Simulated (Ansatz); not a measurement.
C2H4ClNSi (`N=C=C([SiH3])Cl`), 9 atoms. The species carries charge 0 and has multiplicity 1. All runs use 4 threads of an Arm Neoverse V2 on a shared host. Correlated methods freeze the cores.

(1) How many basis functions does each run have, and how long does it take in Ansatz? RHF-CCSD(T)/def2-TZVPP energy; RKS SPW92 (LDA)/def2-TZVPP energy; RKS PBE0-D4/def2-TZVP frequencies; RKS PBE-D4/def2-TZVPP energy and forces; RKS PBE0-D4/def2-SVP energy; RHF-CCSD(T)/def2-SVP energy; direct RPA on PBE orbitals/def2-TZVPP energy; RKS PBE-QIDH (frozen core)/def2-TZVPP energy; RKS PBE0-D4/def2-QZVPP energy; RKS ωB97M-V/def2-QZVPP energy; RKS PBE0-D4/def2-TZVP relaxation (13 steps); RKS ωB97M-V/def2-SVP energy. (Best estimate.)

Answers

(1) Ansatz gave: Other jobs shared the machine, so times are rough.

```json
{"level": "RKS PBE0-D4/def2-SVP", "job": "energy", "functions": "98", "wall time": "0.8 s", "peak host memory (GiB)": "0.19"}
{"level": "RKS SPW92 (LDA)/def2-TZVPP", "job": "energy", "functions": "233", "wall time": "1 s", "peak host memory (GiB)": "0.29"}
{"level": "RKS PBE-D4/def2-TZVPP", "job": "energy and forces", "functions": "233", "wall time": "2 s", "peak host memory (GiB)": "0.3"}
{"level": "RHF-CCSD(T)/def2-SVP", "job": "energy", "functions": "98", "wall time": "2.7 s", "peak host memory (GiB)": "0.37"}
{"level": "direct RPA on PBE orbitals/def2-TZVPP", "job": "energy", "functions": "233", "wall time": "3.4 s", "peak host memory (GiB)": "0.49"}
{"level": "RKS ωB97M-V/def2-SVP", "job": "energy", "functions": "98", "wall time": "3.5 s", "peak host memory (GiB)": "0.28"}
{"level": "RKS PBE-QIDH (frozen core)/def2-TZVPP", "job": "energy", "functions": "233", "wall time": "4.4 s", "peak host memory (GiB)": "0.56"}
{"level": "RKS PBE0-D4/def2-QZVPP", "job": "energy", "functions": "431", "wall time": "6 s", "peak host memory (GiB)": "1.5"}
{"level": "RKS ωB97M-V/def2-QZVPP", "job": "energy", "functions": "431", "wall time": "13 s", "peak host memory (GiB)": "1.8"}
{"level": "RKS PBE0-D4/def2-TZVP", "job": "relaxation (13 steps)", "functions": "191", "wall time": "37 s", "peak host memory (GiB)": "0.49"}
{"level": "RHF-CCSD(T)/def2-TZVPP", "job": "energy", "functions": "233", "wall time": "81 s", "peak host memory (GiB)": "4"}
{"level": "RKS PBE0-D4/def2-TZVP", "job": "frequencies", "functions": "191", "wall time": "98 s", "peak host memory (GiB)": "0.5"}
```
